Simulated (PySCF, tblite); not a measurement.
Potential energy curve for SMILES FC (CH3F). The C1–H5 bond (C1 also carries F, H, H; H5 carries nothing else) is varied alone, starting from the PBE0/def2-TZVP optimised geometry. Each curve is given relative to its own lowest point near equilibrium.

```json
[
 {"R / Å": "0.87", "A": "29.6", "B": "34.8", "C": "31.4", "D": "40.0"},
 {"R / Å": "0.93", "A": "13.4", "B": "17.2", "C": "14.8", "D": "19.3"},
 {"R / Å": "0.97", "A": "6.9", "B": "9.5", "C": "7.8", "D": "10.3"},
 {"R / Å": "1.04", "A": "1.0", "B": "2.1", "C": "1.3", "D": "1.8"},
 {"R / Å": "1.05", "A": "0.6", "B": "1.5", "C": "0.9", "D": "1.2"},
 {"R / Å": "1.09", "A": "0.0", "B": "0.1", "C": "0.0", "D": "0.0"},
 {"R / Å": "1.13", "A": "0.5", "B": "0.0", "C": "0.4", "D": "0.5"},
 {"R / Å": "1.17", "A": "1.9", "B": "0.9", "C": "1.8", "D": "2.5"},
 {"R / Å": "1.19", "A": "2.9", "B": "1.7", "C": "2.7", "D": "3.9"},
 {"R / Å": "1.27", "A": "8.2", "B": "6.4", "C": "8.2", "D": "12.0"},
 {"R / Å": "1.35", "A": "14.9", "B": "12.8", "C": "15.3", "D": "23.1"},
 {"R / Å": "1.48", "A": "27.2", "B": "24.9", "C": "28.5", "D": "44.6"},
 {"R / Å": "1.66", "A": "45.1", "B": "42.4", "C": "47.2", "D": "74.9"},
 {"R / Å": "1.80", "A": "58.4", "B": "55.2", "C": "61.0", "D": "88.9"},
 {"R / Å": "1.95", "A": "71.6", "B": "67.7", "C": "74.6", "D": "97.6"},
 {"R / Å": "2.18", "A": "88.9", "B": "84.2", "C": "90.8", "D": "104.2"},
 {"R / Å": "2.39", "A": "101.6", "B": "96.5", "C": "99.3", "D": "106.9"},
 {"R / Å": "2.67", "A": "114.2", "B": "109.4", "C": "105.3", "D": "108.5"},
 {"R / Å": "2.98", "A": "123.2", "B": "120.0", "C": "108.3", "D": "109.1"},
 {"R / Å": "3.25", "A": "128.1", "B": "126.7", "C": "109.5", "D": "109.3"},
 {"R / Å": "3.84", "A": "—", "B": "135.9", "C": "110.5", "D": "109.4"}
]
```

Energies in kcal/mol.

### Question
Which curve belongs to which method? The methods are GFN2-xTB, 300 K electronic temperature (tblite); restricted PBE/cc-pVDZ run with PySCF; unrestricted Hartree-Fock/STO-3G (PySCF); PySCF 2.14.0 with unrestricted B3LYP/6-31G*, spherical d.

### Answer
A is GFN2-xTB; B is RKS-PBE; C is UKS-B3LYP/6-31G*; D is UHF/STO-3G.

Dashes: no converged value, or the column stops at the first point that the program doubted or that broke a chosen test of continuity, which isn't proof of a fault.

At the longest distance RKS-PBE leaves fractional charges on the fragments, a sign of delocalisation error or of the restricted form. The restricted form behind RKS-PBE keeps the bonding electrons paired and can't separate into open-shell fragments. The unrestricted determinant behind UHF/STO-3G is spin-contaminated at 1.66 to 3.84 Å (<S²> up to 1.0, against 0.00 for a pure singlet). The unrestricted determinant behind UKS-B3LYP/6-31G* is spin-contaminated at 2.18 to 3.84 Å (<S²> up to 1.0, against 0.00 for a pure singlet).
